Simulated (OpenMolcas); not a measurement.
## Fe4+, Ru4+, Os4+: d4 down the group

```yaml
Program: OpenMolcas
Method: SS-RASPT2, IPEA 0.25 Eh, imaginary shift 0.1 Eh
Basis: ANO-RCC-VQZP
Scalar_Hamiltonian: DKH2, point nucleus
Spin-orbit_coupling: state interaction with AMFI integrals over the reference wave functions, term energies averaged over their components
```

Active space for each ion: 10 electrons in 8 orbitals (RAS1 p, at most 2 holes; RAS2 d); closed shells correlated by CASPT2: Fe4+ 3s; Ru4+ 4s; Os4+ 5s.

Computed levels in cm-1 above 5D0:

```tsv
Level	Fe4+	Ru4+	Os4+
5D1	151	495	4500
5D2	443	1322	8400
5D3	860	2350	11430
5D4	1385	3510	13430
3P0(1)	24690	17000	19260
3H4	25180	17870	21210
3H5	25510	19050	26370
3P1(1)	25600	19500	26110
3H6	25870	19990	28580
weight of 5D in the lowest level (%)	100	97	64
```

Mixed levels, with the weight of the term that names them: Os4+ 5D0 (64 %), Os4+ 5D4 (68 %), Os4+ 3P0(1) (51 %), Os4+ 3H4 (57 %), Os4+ 3H6 (73 %).

Measured, with the error of the calculation in %. Measured levels: Fe4+ from Corliss and Sugar, J. Phys. Chem. Ref. Data 11, 135 (1982); Os4+ from the list in Palmeri et al., Atoms 14, 22 (2026).

| Level | Fe4+ | Os4+ |
| --- | --- | --- |
| 5D1 | 142 (+6.3) | 4311 (+4.3) |
| 5D2 | 417 (+6.1) | 8083 (+3.9) |
| 5D3 | 803 (+7.1) | 11018 (+3.7) |
| 5D4 | 1283 (+8.0) | 12966 (+3.6) |
| 3P0(1) | 24055 (+2.6) |  |
| 3H4 | 24932 (+1.0) | 20374 (+4.1) |
| 3H5 | 25226 (+1.1) | 25344 (+4.0) |
| 3P1(1) | 24973 (+2.5) | 24680 (+5.8) |
| 3H6 | 25528 (+1.3) | 27669 (+3.3) |

The fine-structure level 5D4 changes by a factor of 9.7 from Fe4+ to Os4+.

Without spin-orbit coupling 3P(1) lies 25480, 18680, 16360 cm-1 above 5D in that order; the difference to the level 3P0(1), of either sign, comes from spin-orbit coupling, which also lowers the zero.

CASPT2 breaks the degeneracy within a term, and the mean is taken; among the terms shown or strongly mixed into the levels shown the widest spread is 200 cm-1 (5d4 1I, Os4+). Active for correlation alone: 3p; no level in the range computed is led by a configuration that opens it, so any true level of that kind is missing (holds for Fe4+). Active for correlation alone: 4p; no level in the range computed is led by a configuration that opens it, so any true level of that kind is missing (holds for Ru4+). Active for correlation alone: 5p; no level in the range computed is led by a configuration that opens it, so any true level of that kind is missing (holds for Os4+). Measured partners are found by configuration, term and J. A level has none where our copy of the source lacks it or the pairing is in doubt (some pairs that miss far off the trend of their configuration count as doubtful), and it then counts in no deviation. Levels of configurations outside the active space are missing.

A number in round brackets counts repeated terms of one configuration in the order of the reference energies.
